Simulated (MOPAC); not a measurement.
MOPAC input (MNDO):

```
MNDO PRECISE GNORM=0.05 LET XYZ UHF MS=0.5 GEO-OK AUX(PRECISION=9) THREADS=1
H2ClS2Si

S     1.57541700 1   -0.83814700 1    0.86869900 1
Si   -0.12300500 1    0.38221200 1    0.38795400 1
S    -1.70782600 1   -1.05163200 1    0.19421000 1
Cl    0.23890000 1    1.46655800 1   -1.35891800 1
H     2.46027900 1    0.07791900 1    0.43799200 1
H    -2.68096000 1   -0.12391300 1    0.22570200 1
```

From the output:

```
                                                       MOPAC v23.2.5 Linux

          FINAL HEAT OF FORMATION =        -15.24173 KCAL/MOL =     -63.77141 KJ/MOL

          COSMO AREA              =        136.47 SQUARE ANGSTROMS
          COSMO VOLUME            =        130.94 CUBIC ANGSTROMS

          GRADIENT NORM           =          0.02071          =       0.00846 PER ATOM
          IONIZATION POTENTIAL    =          8.954851 EV
          ALPHA SOMO LUMO (EV)    =         -8.955 -0.963
          BETA  SOMO LUMO (EV)    =        -10.625 -1.357
          NO. OF ALPHA ELECTRONS  =         13
          NO. OF BETA  ELECTRONS  =         12
          MOLECULAR WEIGHT        =        129.6743         POINT GROUP:  C1

          MOLECULAR DIMENSIONS (Angstroms)

            Atom       Atom       Distance
            H     6    H     5     5.29862
           Cl     4    S     3     2.99613
           Si     2    S     1     0.48098

          SCF CALCULATIONS        =         59

   ATOM   CHEMICAL          X               Y               Z
  NUMBER   SYMBOL      (ANGSTROMS)     (ANGSTROMS)     (ANGSTROMS)

     1       S          1.61330922  *  -0.79286881  *   0.84184888  *
     2      Si         -0.06514235  *   0.20727687  *   0.31895231  *
     3       S         -1.73961320  *  -0.92665180  *   0.28349236  *
     4      Cl          0.15368862  *   1.47712607  *  -1.29937045  *
     5       H          2.58350455  *   0.03187733  *   0.59733020  *
     6       H         -2.63868388  *  -0.17735154  *  -0.27467365  *

                             CARTESIAN COORDINATES

   1    S        1.613309223    -0.792868806     0.841848877
   2   Si       -0.065142348     0.207276874     0.318952309
   3    S       -1.739613196    -0.926651798     0.283492363
   4   Cl        0.153688617     1.477126069    -1.299370449
   5    H        2.583504546     0.031877327     0.597330204
   6    H       -2.638683880    -0.177351539    -0.274673653

           Empirical Formula: H2 S2 Si Cl  =     6 atoms

      MOLECULAR POINT GROUP   :   C1

          ALPHA EIGENVALUES
 -26.56299 -24.35697 -22.68358 -17.71553 -15.72428 -14.79452 -13.64907 -13.58930
 -12.37929 -11.98636 -11.27133 -10.80484  -8.95485  -0.96285  -0.61326  -0.55754
   1.63709   1.77518

           BETA EIGENVALUES
 -26.21645 -24.17042 -22.55416 -17.40060 -15.57756 -14.73182 -13.59995 -13.41818
 -12.10664 -11.88594 -11.07490 -10.62507  -1.35667  -0.52518  -0.29985  -0.01618
   1.66059   1.83247

              NET ATOMIC CHARGES AND DIPOLE CONTRIBUTIONS

  ATOM NO.   TYPE          CHARGE      No. of ELECS.   s-Pop       p-Pop
    1          S          -0.197422        6.1974     1.83032     4.36711
    2         Si           0.749951        3.2500     1.23918     2.01087
    3          S          -0.197389        6.1974     1.83033     4.36706
    4         Cl          -0.411516        7.4115     1.98542     5.42610
    5          H           0.028191        0.9718     0.97181
    6          H           0.028185        0.9718     0.97182
 DIPOLE           X         Y         Z       TOTAL
 POINT-CHG.    -0.426    -0.562     2.694     2.785
 HYBRID         0.291     2.055    -2.237     3.051
 SUM           -0.136     1.492     0.457     1.567

          ATOMIC ORBITAL ELECTRON POPULATIONS

     Atom    s        px        py        pz
    1  S   1.83032   1.10927   1.39217   1.86566
    2 Si   1.23918   0.68390   0.68261   0.64436
    3  S   1.83033   1.16961   1.40290   1.79456
    4 Cl   1.98542   1.97926   1.78117   1.66566
    5  H   0.97181
    6  H   0.97182

                    (SZ)    =    0.500000
                    (S**2)  =    0.755659

          ATOMIC ORBITAL SPIN POPULATIONS

    Atom   Total    s     px     py     pz
         Atomic
    1  S  0.0614  0.007  0.014  0.047 -0.007
    2 Si  0.8365  0.206  0.025  0.309  0.296
    3  S  0.0614  0.007 -0.007  0.049  0.011
    4 Cl  0.0480  0.002  0.001 -0.012  0.057
    5  H -0.0037 -0.004
    6  H -0.0037 -0.004

 **********************
 *                    *
 * JOB ENDED NORMALLY *
 *                    *
 **********************

 == MOPAC DONE ==
```

The geometry given is a B3LYP-D3(BJ)/def2-TZVP minimum.
